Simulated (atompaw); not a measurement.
**Varying the PAW (atompaw) potential for niobium**

Base potential:

atompaw 4.2.0.5 input, output lines left out:

```
Nb 41
GGA-PBE scalarrelativistic loggrid 1500 logderivrange -7 5 301
5 5 4 0 0 0
5 0 0
5 1 0
4 2 4
0 0 0
c
c
c
v
v
c
c
v
v
c
v
2
2.60 2.05 2.40 1.70
n
n
y
0.9
n
custom polynom2 7 10 vanderbiltortho besselshape
3 1 troulliermartins
1.75
2.60
1.60
2.60
2.60
2.60
```

Cutoffs, loose and tight: the cutoffs (Ry, on a coarse ladder) from which the occupation-weighted sum of valence levels, in a spherical-Bessel basis at the reference potential, stays within 10 and 1 mRy of its value at 400 Ry. They see the waves, projectors and local potential, not the compensation charge or the core. A dash means not determined.

| change | outcome | cutoff, loose | cutoff, tight | bound ghosts |
| --- | --- | --- | --- | --- |
| base | generated | 30 Ry | 90 Ry | none |
| all radii scaled by about 0.76 (s 1.34, p 1.22, d 1.98 bohr); local potential troulliermartins scheme with l = 3 at 1 Ry, radius 1.84 bohr; augmentation besselshape compensation charge, radius 1.56 bohr; PAW radius 1.98 bohr; waves and projectors: custom polynom2 7 10 vanderbiltortho; core correction smooth core density matched at 1.30 bohr | generated | 25 Ry | 50 Ry | none |
| all radii scaled by about 0.91 (s 1.58, p 1.46, d 2.36 bohr); local potential troulliermartins scheme with l = 3 at 1 Ry, radius 2.18 bohr; augmentation besselshape compensation charge, radius 1.86 bohr; PAW radius 2.36 bohr; waves and projectors: custom polynom2 7 10 vanderbiltortho; core correction smooth core density matched at 1.54 bohr | generated | 25 Ry | 90 Ry | none |
| all radii scaled by about 1.06 (s 1.84, p 1.70, d 2.74 bohr); local potential troulliermartins scheme with l = 3 at 1 Ry, radius 2.54 bohr; augmentation besselshape compensation charge, radius 2.16 bohr; PAW radius 2.74 bohr; waves and projectors: custom polynom2 7 10 vanderbiltortho; core correction smooth core density matched at 1.80 bohr | generated | 25 Ry | 60 Ry | none |
| all radii scaled by about 1.12 (s 1.96, p 1.78, d 2.90 bohr); local potential troulliermartins scheme with l = 3 at 1 Ry, radius 2.68 bohr; augmentation besselshape compensation charge, radius 2.30 bohr; PAW radius 2.90 bohr; waves and projectors: custom polynom2 7 10 vanderbiltortho; core correction smooth core density matched at 1.90 bohr | generated | 25 Ry | 50 Ry | none |

Task: What comes out with this change to the base: all radii scaled by about 0.82 (s 1.44, p 1.32, d 2.12 bohr); local potential troulliermartins scheme with l = 3 at 1 Ry, radius 1.96 bohr; augmentation besselshape compensation charge, radius 1.68 bohr; PAW radius 2.12 bohr; waves and projectors: custom polynom2 7 10 vanderbiltortho; core correction smooth core density matched at 1.40 bohr?

Result: outcome: generated; cutoff, loose: 25 Ry; cutoff, tight: 70 Ry; bound ghosts: none.

Task: What comes out with this change to the base: all radii scaled by about 1.27 (s 2.22, p 2.02, d 3.30 bohr); local potential troulliermartins scheme with l = 3 at 1 Ry, radius 3.04 bohr; augmentation besselshape compensation charge, radius 2.60 bohr; PAW radius 3.30 bohr; waves and projectors: custom polynom2 7 10 vanderbiltortho; core correction smooth core density matched at 2.16 bohr?

Result: outcome: generated; cutoff, loose: 21 Ry; cutoff, tight: 30 Ry; bound ghosts: none.

Task: What comes out with this change to the base: all radii scaled by about 1.19 (s 2.08, p 1.90, d 3.10 bohr); local potential troulliermartins scheme with l = 3 at 1 Ry, radius 2.86 bohr; augmentation besselshape compensation charge, radius 2.44 bohr; PAW radius 3.10 bohr; waves and projectors: custom polynom2 7 10 vanderbiltortho; core correction smooth core density matched at 2.02 bohr?

Result: outcome: generated; cutoff, loose: 21 Ry; cutoff, tight: 35 Ry; bound ghosts: none.

Reading the sweep of the scale of all radii (base = 1) (base included, trends over the rows without a ghost): The loose cutoff falls from 25 Ry at 0.76 to 21 Ry at 1.27, with one reversal. A larger radius leaves more room for a smooth pseudo-wave, so fewer plane waves are needed; a smaller one forces it to follow the all-electron wave where it bends sharply.
